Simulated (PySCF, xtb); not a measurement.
Ge(H)(Br)2(Me) (CH₄Br₂Ge), SMILES [GeH]([Br])([Br])[CH3].

GFN2-xTB (xtb 6.7.1) at its own geometry gives an orbital gap of 5.47 eV and a dipole moment of 5.59 D.

The structure is a stationary point at B3LYP-D3(BJ)/def2-SVP.

Q: What does PBE/def2-TZVP (PySCF) give? (The exact figures need the calculation; the answer reports its results.)

A: gap 4.98 eV (levels -7.04 and -2.05 eV), dipole 2.51 D.
